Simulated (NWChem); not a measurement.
Program: NWChem. System: CH$_{3}$Li, charge 0, spin multiplicity 1, at a geometry optimised with PBE0/def2-SVP. The structure started from a generated list of species. Level: TD-B3LYP/aug-cc-pVDZ, VWN1-RPA local correlation.

Input file:

```
start mol
memory heap 200 mb stack 900 mb global 1100 mb
geometry units angstroms nocenter noautoz
  Li     0.928723    -1.290739     0.000000
  C     -0.223106     0.310075     0.000000
  H     -0.894857     0.373886     0.879879
  H     -0.894857     0.373886    -0.879879
  H      0.342180     1.263994     0.000000
  symmetry group Cs
end
basis spherical
  * library aug-cc-pvdz
end
dft
  xc b3lyp
  semidirect memsize 60000000 filesize 0
  iterations 100
end
tddft
  rpa
  nroots 8
  notriplet
  thresh 1e-4
end
task tddft energy
```

Part of the output:

```
             Northwest Computational Chemistry Package (NWChem) 7.3.0
             --------------------------------------------------------

                                NWChem Input Module
                                -------------------

 Scaling coordinates for geometry "geometry" by  1.889725989
 (inverse scale =  0.529177249)

 Turning off AUTOSYM since
 SYMMETRY directive was detected!

                             Geometry "geometry" -> ""
                             -------------------------

 Output coordinates in angstroms (scale by  1.889725989 to convert to a.u.)

  No.       Tag          Charge          X              Y              Z
 ---- ---------------- ---------- -------------- -------------- --------------
    1 Li                   3.0000     0.92872300    -1.29073900     0.00000000
    2 C                    6.0000    -0.22310600     0.31007500     0.00000000
    3 H                    1.0000    -0.89485700     0.37388600     0.87987900
    4 H                    1.0000    -0.89485700     0.37388600    -0.87987900
    5 H                    1.0000     0.34218000     1.26399400     0.00000000

 Effective nuclear repulsion energy (a.u.)      16.1392696152

            Nuclear Dipole moment (a.u.)
            ----------------------------
        X                 Y               Z
 ---------------- ---------------- ----------------
    -0.0000018897    -0.0000018897     0.0000000000

      Symmetry information
      --------------------

 Group name             Cs
 Group number              2
 Group order               2
 No. of unique centers     4

      Symmetry unique atoms

     1    2    3    5


 Summary of "ao basis" -> "" (spherical)
 ------------------------------------------------------------------------------
       Tag                 Description            Shells   Functions and Types
 ---------------- ------------------------------  ------  ---------------------
 *                        aug-cc-pvdz                 on all atoms

                                 NWChem DFT Module
                                 -----------------
[...]
  ----------------------------------------------------------------------------
  Root   6 singlet a'             0.200173669 a.u.                5.4470 eV
  ----------------------------------------------------------------------------
     Transition Moments    X -0.39404   Y -0.27687   Z  0.00000
     Transition Moments   XX  0.13506  XY  0.05958  XZ  0.00000
     Transition Moments   YY  0.06879  YZ  0.00000  ZZ -0.19868
     Dipole Oscillator Strength                    0.0309499248
     Electric Quadrupole                           0.0000000015
     Magnetic Dipole                               0.0000000393
     Total Oscillator Strength                     0.0309499656

          sigma_e =   4.9250 Angstrom
          sigma_h =   1.3197 Angstrom
         |d_h->e| =   0.9984 Angstrom
            d_exc =   5.1967 Angstrom
            d_CD1 =   4.6037 Angstrom
            d_CD2 =  -2.1240 Angstrom
            d_CD3 =   6.1951 Angstrom
     Pearson C.C. =  -0.0009

     Occ.    6  a'  ---  Virt.    9  a'  -0.25271 X
     Occ.    6  a'  ---  Virt.   12  a'  -0.59383 X
     Occ.    6  a'  ---  Virt.   17  a'  -0.73860 X
     Occ.    6  a'  ---  Virt.   19  a'   0.18004 X
  ----------------------------------------------------------------------------
  Root   7 singlet a"             0.200517843 a.u.                5.4564 eV
  ----------------------------------------------------------------------------
     Transition Moments    X  0.00000   Y  0.00000   Z  0.47876
     Transition Moments   XX  0.00000  XY  0.00000  XZ  0.12854
     Transition Moments   YY  0.00000  YZ  0.14813  ZZ  0.00000
     Dipole Oscillator Strength                    0.0306404343
     Electric Quadrupole                           0.0000000017
     Magnetic Dipole                               0.0000000391
     Total Oscillator Strength                     0.0306404751

          sigma_e =   4.8202 Angstrom
          sigma_h =   1.3197 Angstrom
         |d_h->e| =   1.0265 Angstrom
            d_exc =   5.1028 Angstrom
            d_CD1 =   4.5269 Angstrom
            d_CD2 =  -2.0435 Angstrom
            d_CD3 =   6.1293 Angstrom
     Pearson C.C. =  -0.0008

     Occ.    6  a'  ---  Virt.    8  a"   0.24489 X
     Occ.    6  a'  ---  Virt.   13  a"   0.57448 X
     Occ.    6  a'  ---  Virt.   16  a"   0.75719 X
     Occ.    6  a'  ---  Virt.   18  a"  -0.17727 X
  ----------------------------------------------------------------------------
  Root   8 singlet a'             0.207581784 a.u.                5.6486 eV
  ----------------------------------------------------------------------------
     Transition Moments    X  0.04331   Y -0.05110   Z  0.00000
     Transition Moments   XX -0.87434  XY -0.22969  XZ -0.00000
     Transition Moments   YY -0.69097  YZ  0.00000  ZZ -1.01864
     Dipole Oscillator Strength                    0.0006209527
     Electric Quadrupole                           0.0000000038
     Magnetic Dipole                               0.0000000000
     Total Oscillator Strength                     0.0006209565

          sigma_e =   5.7730 Angstrom
          sigma_h =   1.3187 Angstrom
         |d_h->e| =   1.1933 Angstrom
            d_exc =   6.0351 Angstrom
            d_CD1 =   5.6475 Angstrom
            d_CD2 =  -2.3526 Angstrom
            d_CD3 =   7.2284 Angstrom
     Pearson C.C. =   0.0045

     Occ.    6  a'  ---  Virt.   10  a'  -0.19021 X
     Occ.    6  a'  ---  Virt.   11  a'  -0.06219 X
     Occ.    6  a'  ---  Virt.   14  a'  -0.61553 X
     Occ.    6  a'  ---  Virt.   15  a'   0.75613 X

              Target root =      1
          Target symmetry = none
      Ground state energy =    -47.407884574137
        Excitation energy =      0.102053997069
     Excited state energy =    -47.305830577068

  stored tddft:energy   -47.305830577068171

 Task  times  cpu:       33.6s     wall:       33.6s

 Total times  cpu:       33.6s     wall:       33.6s
```
